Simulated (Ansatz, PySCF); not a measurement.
Molecule: 2,2-difluorooxetane, C₃H₄F₂O (charge 0, singlet). SMILES: FC1(F)CCO1
Coordinates optimised at B3LYP-D3(BJ)/def2-TZVP (Ansatz, a program for electronic structure):
```
C
H 1 1.0860
H 1 1.0860 2 110.92
C 1 1.5249 2 113.86 3 -129.98
F 4 1.3549 1 116.52 2 1.28
F 4 1.3549 5 105.69 1 -131.19
O 4 1.3848 5 111.98 6 -122.18
C 7 1.4634 4 91.73 5 -120.74
H 8 1.0886 7 110.78 4 -118.32
H 8 1.0886 9 110.79 7 123.36
```

Quantity: atomisation energy (electronic, to ground-state atoms), in kcal/mol. Cores are frozen in the correlated levels unless marked. Open shells are spin-unrestricted. Spin-orbit coupling is left out. No relativistic terms. The coupled-cluster limit lacks core correlation, which all-electron functionals hold. Basis-set limits of correlation are two-point, X^-3; Hartree-Fock from the larger set. The bracket is a focal-point correction in the basis named.

```
level                                                     program  atomisation energy (kcal/mol)
-------------------------------------------------  --------------  -----------------------------
BLYP-D4/def2-TZVPD                                 Ansatz + dftd4                          988.8
revPBE/def2-TZVPD                                          Ansatz                            ___
PBE0-D3(BJ)/def2-TZVPD                             Ansatz + dftd3                          997.4
BHLYP-D3(BJ)/def2-TZVPD                            Ansatz + dftd3                          941.3
TPSSh-D3(BJ)/def2-TZVPD                             PySCF + dftd3                          986.7
r2SCAN0/def2-TZVPD                                         Ansatz                            ___
CAM-B3LYP/def2-TZVPD                                       Ansatz                            ___
LC-wPBE-D4/def2-TZVPD                              Ansatz + dftd4                         1001.9
RPA@PBE/cc-pVTZ                                            Ansatz                          906.4
SCS-MP2/cc-pVDZ                                            Ansatz                          918.8
CCSD/aug-cc-pVDZ                                           Ansatz                          905.9
CCSD/cc-pVDZ                                               Ansatz                            ___
RI-MP2/CBS(cc-pVTZ,cc-pVQZ)+[CCSD(T)-MP2]/cc-pVTZ          Ansatz                          988.7
```

**Question.** Fill in the missing entries.

**Answer.** 
- revPBE/def2-TZVPD, atomisation energy (kcal/mol): 978.6
- r2SCAN0/def2-TZVPD, atomisation energy (kcal/mol): 969.1
- CAM-B3LYP/def2-TZVPD, atomisation energy (kcal/mol): 990.2
- CCSD/cc-pVDZ, atomisation energy (kcal/mol): 894.2
